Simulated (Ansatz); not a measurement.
Reactions of BClFGaH₂S, SMILES `[F][GaH][B](S)Cl`.

Isolated molecules relaxed with PBE0-D4/def2-TZVP in Ansatz; ΔE leaves out vibrations. CCSD(T)/CBS adds triple-zeta CCSD(T) − MP2 to the extrapolated MP2 energy (def2 sets, frozen cores). This one scheme is used for every species. Functionals use def2-TZVPP. No spin–orbit coupling; open shells (•) take unrestricted orbitals. For Ga, Se outer-core shells are correlated without core-valence functions, which leaves a few kJ/mol of doubt a bond. Scalar relativity is left out up to krypton. One conformer a species, not always the lowest.

```tsv
reaction	CCSD(T)/CBS(def2) (eV)
`[F][GaH][B](S)Cl` + `CCSSC` → `CS[S][GaH][F]` + `CCB(S)Cl`	-1.24
`[F][GaH][B](S)Cl` + `C#CSCC` → `CCB(S)Cl` + `C#C[S][GaH][F]`	-1.26
`[F][GaH][B](S)Cl` + `[SiH3]N[SiH2][SeH]` → `[F][GaH][B](S)[SeH]` + `[SiH3]N[SiH2]Cl`	?
`[F][GaH][B](S)Cl` + H–F → `[F][GaH][F]` + `SBCl`	-0.86
`[F][GaH][B](S)Cl` → `S[B]Cl`• + `[F][GaH]`•	3.54
`[F][GaH][B](S)Cl` + `CCOC=O` → `CC[O][GaH][F]` + `O=CB(S)Cl`	?
```

Problem. Fill in the missing values. (Estimate.)

Solution. The calculation gave: `[F][GaH][B](S)Cl` + `[SiH3]N[SiH2][SeH]` → `[F][GaH][B](S)[SeH]` + `[SiH3]N[SiH2]Cl`: -0.35 eV; `[F][GaH][B](S)Cl` + `CCOC=O` → `CC[O][GaH][F]` + `O=CB(S)Cl`: -0.05 eV.

Largest T1 diagnostic: 0.017, for `[F][GaH]`•.
